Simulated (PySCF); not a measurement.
Start geometry of `[SiH2](C(CF)=C)N` from GFN2-xTB (Å):
```
atom  x, y, z in Å
C1    -1.281    1.022   -0.797
C2    -0.657    0.194   -0.022
C3    -1.285   -1.101    0.393
F4    -2.494   -1.296   -0.110
Si5    1.088    0.520    0.624
N6     2.155   -0.055   -0.584
H7    -2.283    0.841   -1.175
H8    -0.844    1.988   -1.104
H9    -1.361   -1.139    1.513
H10   -0.660   -1.950    0.073
H11    1.206   -0.130    1.960
H12    1.359    1.959    0.766
H13    1.913   -0.892   -1.099
H14    3.137    0.025   -0.445
```

Problem. What comes out of this run: PySCF, PBE0-D3(BJ)/def2-SVP geometry optimisation, gas phase?

Solution. 
```
atom  x, y, z in Å
C1    -1.5789    0.7727   -1.0782
C2    -1.0122   -0.0622   -0.1984
C3    -1.7624   -1.2482    0.3265
F4    -3.0351   -1.3282   -0.1732
Si5    0.7493    0.2314    0.3943
N6     1.8425   -0.3554   -0.8137
H7    -2.5997    0.6067   -1.4373
H8    -1.0461    1.6462   -1.4661
H9    -1.8216   -1.2040    1.4297
H10   -1.2311   -2.1850    0.0706
H11    0.8702   -0.4204    1.7460
H12    1.0010    1.6915    0.5802
H13    1.6277   -1.2226   -1.2932
H14    2.8435   -0.2558   -0.6853
```

The energy falls by 3.7 kcal/mol over 10 energy and gradient evaluations, the largest force component goes from 0.0482 to 4.1e-04 Eh/bohr, and the atoms move by 0.111 Å rms after alignment. Among the bonds, C1=C2 and C3–F4 change most and about equally (+0.045 to +0.046 Å). Bonds longer at the end by more than 0.005 Å: 8 of 13; shorter: 3. Among the angles that change most is H7–C1–H8, from 114.4° to 117.3°. Rotational constants go from 5476, 1497, 1379 to 5649, 1432, 1330 MHz. The orientation of the end geometry is arbitrary; only internal coordinates are fixed.

The run used 128 basis functions and 64 SCF cycles in all. Time: 52 s of wall time; peak memory 0.50 GiB. Hardware: Arm Neoverse V2, one thread (shared host).

Not checked by PBE0-D3(BJ)/def2-SVP frequencies. The numbers are those of one conformer.
